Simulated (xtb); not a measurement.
CH2Cl6Si2, charge -1, doublet, at a GFN2-xTB geometry (a state made from the parent by changing its charge; the spin is typed, not shown lowest); GFN0-xTB (xtb 6.7.1).

Input for xtb:
```
$ xtb mol.xyz --gfn 0 --chrg -1 --uhf 1 --etemp 3000 --json

# file mol.xyz
11

Cl     3.08799008    -0.39677225    -1.26569421
Si     1.47398113     0.29321702    -0.19461162
Cl     2.17933231     0.66766398     1.66884890
Cl     0.97661910     2.06905610    -1.02181231
C      0.10544345    -0.99510331    -0.21573527
Si    -1.63560367    -0.25343323     0.20330251
Cl    -2.05187644     0.25737694    -1.98728099
Cl    -1.20310332    -0.20377725     2.43948372
Cl    -2.91612256    -1.88424425     0.27626352
H      0.33616261    -1.78103735     0.50587682
H      0.05562643    -1.46347131    -1.19988467
```

What the program printed (banner, timings and long lists left out):

```
   ID    Z sym.   atoms
    1   17 Cl     1, 3, 4, 7-9
    2   14 Si     2, 6
    3    6 C      5
    4    1 H      10, 11

           -------------------------------------------------
          |                Calculation Setup                |
           -------------------------------------------------

           -------------------------------------------------
          |                 G F N 0 - x T B                 |
           -------------------------------------------------

          ...................................................
          :                      SETUP                      :
          :.................................................:
          :  # basis functions                  88          :
          :  # atomic orbitals                  80          :
          :  # shells                           30          :
          :  # electrons                        57          :
          :  electronic temp.         3000.0000000     K    :
          :  accuracy                    1.0000000          :
          :  -> integral cutoff          0.2500000E+02      :
          :  -> integral neglect         0.1000000E-07      :
          ...................................................

         :::::::::::::::::::::::::::::::::::::::::::::::::::::
         ::                     SUMMARY                     ::
         :::::::::::::::::::::::::::::::::::::::::::::::::::::
         :: total energy             -34.117641556414 Eh    ::
         :: gradient norm              0.029162528020 Eh/a0 ::
         :: HOMO-LUMO gap              2.129892631881 eV    ::
         ::.................................................::
         :: H0 energy                -32.819877540991 Eh    ::
         :: repulsion energy           0.104364552913 Eh    ::
         :: electrostat energy        -1.394234276155 Eh    ::
         :: -> Gsolv                   0.000000000000 Eh    ::
         ::    -> Gsasa                0.000000000000 Eh    ::
         ::    -> Gshift               0.000000000000 Eh    ::
         :: dispersion energy         -0.007894292181 Eh    ::
         :: short-range corr.          0.000000000000 Eh    ::
         :: add. restraining           0.000000000000 Eh    ::
         :: total charge              -1.000000000000 e     ::
         :::::::::::::::::::::::::::::::::::::::::::::::::::::

           -------------------------------------------------
          |                Property Printout                |
[...]
             Fermi-level            0.0000000 Eh            0.0000 eV

     #   Z          covCN         q      C6AA      α(0)
     1  17 Cl       0.816    -0.344   108.069    15.890
     2  14 Si       3.346     0.623   145.803    23.303
     3  17 Cl       0.817    -0.325   107.414    15.842
     4  17 Cl       0.817    -0.328   107.525    15.850
     5   6 C        3.595    -0.595    40.038     9.252
     6  14 Si       3.263     0.581   158.274    25.035
     7  17 Cl       0.775    -0.327   107.447    15.844
     8  17 Cl       0.778    -0.323   107.319    15.834
     9  17 Cl       0.819    -0.339   107.880    15.876
    10   1 H        0.924     0.187     1.168     1.690
    11   1 H        0.924     0.189     1.157     1.682

 Mol. C6AA /au·bohr⁶  :       9002.441794
 Mol. C8AA /au·bohr⁸  :     420218.482915
 Mol. α(0) /au        :        156.099677

Wiberg/Mayer (AO) data.
largest (>0.10) Wiberg bond orders for each atom

 ---------------------------------------------------------------------------
     #   Z sym  total        # sym  WBO       # sym  WBO       # sym  WBO
 ---------------------------------------------------------------------------
     1  17 Cl   1.037 --     2 Si   0.946
     2  14 Si   4.022 --     4 Cl   1.003     3 Cl   0.997     1 Cl   0.946
                             5 C    0.945
     3  17 Cl   1.083 --     2 Si   0.997
     4  17 Cl   1.094 --     2 Si   1.003
     5   6 C    3.857 --     2 Si   0.945    11 H    0.938    10 H    0.937
                             6 Si   0.873
     6  14 Si   3.316 --     9 Cl   0.961     5 C    0.873     8 Cl   0.689
                             7 Cl   0.674
     7  17 Cl   0.770 --     6 Si   0.674
     8  17 Cl   0.782 --     6 Si   0.689
     9  17 Cl   1.063 --     6 Si   0.961
    10   1 H    0.991 --     5 C    0.937
    11   1 H    0.994 --     5 C    0.938
 ---------------------------------------------------------------------------

Topologies differ in total number of bonds
Writing topology from bond orders to xtbtopo.mol

 dipole moment from electron density (au)
     X       Y       Z
   2.3998   0.4438  -0.2279  total (Debye):    6.230

           -------------------------------------------------
          | TOTAL ENERGY              -34.117641556414 Eh   |
          | GRADIENT NORM               0.029162528020 Eh/α |
          | HOMO-LUMO GAP               2.129892631881 eV   |
           -------------------------------------------------

normal termination of xtb
```
